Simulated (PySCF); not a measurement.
**Radial density of Tm (thulium, neutral)**

r2SCAN, [Xe] 4f12 5d1 6s2, one real determinant (an excited configuration). Computed with PySCF 2.14 in x2c-TZVPPall (11s7p7d4f2g, 113 functions), with scalar relativity by spin-free X2C-1e.

| r (bohr) | 4πr²ρ (e/bohr) | 4πr²(ρα − ρβ) |
| --- | --- | --- |
| 0.0244 | 82.06 | 0.0009 |
| 0.0410 | 102.3 | 0.0034 |
| 0.0690 | 122.0 | 0.0125 |
| 0.116 | 94.33 | 0.0788 |
| 0.195 | 106.9 | 0.5221 |
| 0.328 | 51.76 | 2.0599 |
| 0.552 | 56.55 | 2.8059 |
| 0.929 | 18.85 | 1.3548 |
| 1.56 | 7.361 | 0.5610 |
| 2.63 | 1.429 | 0.3369 |
| 4.42 | 0.5483 | 0.0997 |
| 7.43 | 0.04265 | -0.0018 |
| 12.5 | 0.0002177 | 0.0001 |

Densities and radii are taken from the X2C orbitals without a picture-change correction, which distorts them close to the nucleus.

⟨L²⟩ = 30.10 against 56 for a pure K term, so this real determinant mixes terms. Spin-orbit coupling, absent here, splits the open shell strongly.
